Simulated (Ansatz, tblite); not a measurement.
Removing and adding an electron: the cluster Rb₂F (the lowest doublet isomer of a short search). The state is a doublet with charge 0. Geometry: r2SCAN-D4/def2-TZVP. Ansatz, gas phase; energy differences of separate SCF runs; the oxidised species is a singlet (the triplet lies 6.62 eV higher at PBE0-D4/def2-TZVP); the reduced species is a triplet (the singlet lies 0.06 eV higher at PBE0-D4/def2-TZVPD).

```xyz
3

Rb   -0.883    1.410    1.460
Rb    0.425   -1.910   -1.034
F     0.458    0.500   -0.426
```

In the def2 sets Rb takes a core potential; there is no spin–orbit coupling. The xTB rows come from tblite. Correlated methods freeze 1 core orbital; core or outer-core shells of Rb are correlated, in sets that lack core-valence functions. The order of the spin states hangs on the level: the singlet lies 0.06 eV below the triplet at PBE-D4/def2-TZVPD, but 0.06 eV above it at r2SCAN-D4/def2-TZVPD. The singlet is doubtful at r2SCAN-D4/def2-TZVPD (restricted singlet with a triplet 0.06 eV lower at the same geometry). The structure comes from a short search, and lower isomers may exist.

| level | −HOMO (eV) | vertical IE (eV) | −LUMO (eV) | vertical EA (eV) | HOMO–LUMO gap (eV) | IE − EA (eV) | remarks |
| --- | --- | --- | --- | --- | --- | --- | --- |
| HF/def2-TZVPP | – | 2.99 | – | – | – | – | – |
| PBE-D4/def2-TZVP | 2.05 | 3.56 | 1.52 | – | 0.53 | – | – |
| r2SCAN-D4/def2-TZVPD | 2.00 | – | 1.42 | 0.43 | 0.58 | – | HOMO above zero (-1 triplet) |
| PBE0-D4/def2-TZVP | 2.34 | 3.44 | 1.16 | – | 1.18 | – | – |
| CCSD/def2-TZVPP | – | 3.22 | – | – | – | – | – |
| CCSD(T)/def2-TZVPP | – | 3.24 | – | – | – | – | – |

(1) Estimate the rows for GFN1-xTB, GFN2-xTB, PBE-D4/def2-TZVPD, r2SCAN-D4/def2-TZVP, PBE0-D4/def2-TZVPD, MP2/def2-TZVPP.

## Answers

(1) 
```csv
level,−HOMO (eV),vertical IE (eV),−LUMO (eV),vertical EA (eV),HOMO–LUMO gap (eV),IE − EA (eV),remarks
GFN1-xTB,–,10.85,–,5.67,–,5.18,–
GFN2-xTB,–,9.43,–,0.84,–,8.59,–
PBE-D4/def2-TZVPD,2.05,–,1.52,0.45,0.53,–,HOMO above zero (-1 triplet)
r2SCAN-D4/def2-TZVP,2.01,3.33,1.42,–,0.59,–,–
PBE0-D4/def2-TZVPD,2.33,–,1.16,0.48,1.18,–,HOMO above zero (-1 triplet)
MP2/def2-TZVPP,–,3.20,–,–,–,–,–
```

Relaxing the oxidised species (r2SCAN-D4/def2-TZVP) changes its energy by -0.34 eV at PBE-D4/def2-TZVP, so the adiabatic ionisation energy to this nearest minimum is 3.22 eV. At PBE0-D4/def2-TZVP it is 3.09 eV.     A HOMO above zero means that the electron is unbound at that level or that self-interaction error raises the level; the energy of removing that electron tells which. HOMO and LUMO are the levels of the spin that leaves or enters (xTB has no such levels and no spin-polarisation term). Other spin states of the ions may lie lower, which would lower the ionisation energy or raise the affinity. Raw xTB energy differences between charge states are shifted by several eV; the methods need an empirical correction for them.
